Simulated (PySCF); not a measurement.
Ligands exchanged one at a time, Ge F-H. All species are isolated molecules in the gas phase. Strings in code marks are SMILES.

Quantity: redistribution energy (mixed species minus the weighted end members), in kcal/mol.

A: 3 of 4 F replaced by H: `[F][GeH3]`
B: 1 of 4 F replaced by H: `[F][GeH]([F])[F]`
C: 2 of 4 F replaced by H: `[GeH2]([F])[F]`

### Question
Put the candidates in order of redistribution energy (mixed species minus the weighted end members), lowest first, for B3LYP/3-21G // r2SCAN-D4/def2-TZVP (PySCF).

### Answer
B (-3.20 kcal/mol), C (0.52 kcal/mol), A (4.09 kcal/mol)
